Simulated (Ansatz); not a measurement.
Z-matrix (Å, degrees):
```
C
B 1 1.551
H 1 1.096 2 108.5
H 1 1.092 2 112.6 3 117.8
H 1 1.092 2 112.8 3 -118.2
C 2 1.473 1 152.9 3 89.9
C 2 1.474 1 152.7 3 -85.8
H 6 1.082 2 159.1 1 2.9
H 7 1.082 2 159.1 1 -2.9
```

The species carries charge 0 and has multiplicity 1.

Question: List the ωB97M-V/def2-TZVPP orbital energies in eV (Ansatz). (An estimate is asked.)

Answer: Computed: Occupied: -281.55, -281.53, -280.66, -187.26, -25.49, -22.07, -18.01, -16.94, -13.77, -13.65, -13.59, -11.30, -11.10, -9.81. Lowest empty: 2.11, 2.29, 2.95, 3.30, 3.45, 4.31, 4.50, 4.53.
